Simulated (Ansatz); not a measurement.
Cost and result for the atomization energy of `N=C(S)[SiH2]O` (10 atoms, 9 bonds).

```csv
atom,x (Å),y (Å),z (Å)
N1,1.249,1.113,0.084
C2,0.349,0.446,-0.515
S3,0.013,0.572,-2.240
Si4,-0.626,-0.726,0.617
O5,0.021,-0.500,2.099
H6,1.781,1.748,-0.513
H7,-0.987,-0.324,-2.277
H8,-2.066,-0.367,0.562
H9,-0.464,-2.119,0.130
H10,0.731,0.158,2.052
```

Charge 0, multiplicity 1. All single points use the PBE0-D4/def2-TZVP geometry. It is one conformer, not always the lowest. Program: Ansatz. All runs use 4 threads of an Arm Neoverse V1 on a shared host. Times are those of one run each, without the atoms' runs, and a repeat can differ threefold. Electronic energies, without spin–orbit coupling; frozen cores. CCSD(T)/CBS adds CCSD(T) − MP2 in def2-TZVPP to the MP2 limit, and its time is that of the two runs behind it. T1 = 0.014. B3LYP takes the VWN-RPA correlation (the form of Gaussian; ORCA's B3LYP/G).

CCSD(T)/CBS is a level of theory with its own doubt, some kJ/mol a heavy atom from the limit and from the frozen cores, so smaller differences don't rank the functionals.

```
                             level  functions  atomization (kcal/mol)  difference from CCSD(T)/CBS  per bond
   PBE-D4/def2-TZVPP (with forces)        247                   876.9                         21.2       2.4
                 B2PLYP/def2-TZVPP        247                   844.0                        -11.7      -1.3
  ωB97M-V/def2-TZVPP (with forces)        247                   859.4                          3.7       0.4
 B3LYP-D4/def2-TZVPP (with forces)        247                   855.2                         -0.5      -0.1
                PBE0-D4/def2-TZVPP        247                   852.8                         -2.9      -0.3
                CCSD(T)/def2-TZVPP        247                   826.7                        -29.0      -3.2
                    MP2/def2-QZVPP        461                   861.3                          5.6       0.6
r2SCAN-D4/def2-TZVPP (with forces)        247                   856.3                          0.6       0.1
                 CCSD(T)/CBS(def2)          –                   855.7                          0.0       0.0
                ωB97X-V/def2-TZVPP        247                   859.2                          3.5       0.4
```

Q: Order the runs by time, with rough figures. (Estimate.)

A: The calculation gave: PBE-D4/def2-TZVPP (with forces) 2.6 s; PBE0-D4/def2-TZVPP 3.3 s; r2SCAN-D4/def2-TZVPP (with forces) 5.5 s; B3LYP-D4/def2-TZVPP (with forces) 5.5 s; B2PLYP/def2-TZVPP 6 s; ωB97X-V/def2-TZVPP 8.5 s; ωB97M-V/def2-TZVPP (with forces) 12 s; MP2/def2-QZVPP 23 s; CCSD(T)/def2-TZVPP 2.4 min; CCSD(T)/CBS(def2) 2.8 min.

From PBE to PBE0 (25 % exact exchange), in def2-TZVPP and without D4, the atomization energy moves by −23.2 kcal/mol: exact exchange takes away binding that semilocal exchange gives to molecules. In def2-TZVPP, CCSD(T) changes the Hartree–Fock value by +249.7 kcal/mol (the triples alone add +17.4 kcal/mol) and MP2 by +267.0 kcal/mol; breaking electron pairs costs correlation energy, which Hartree–Fock lacks. The D4 term adds +9.4 kcal/mol with B3LYP and +4.9 kcal/mol with PBE0; it sums over pairs of atoms, weighted by their polarisabilities, and B3LYP, whose exchange is more repulsive, gets the larger term.
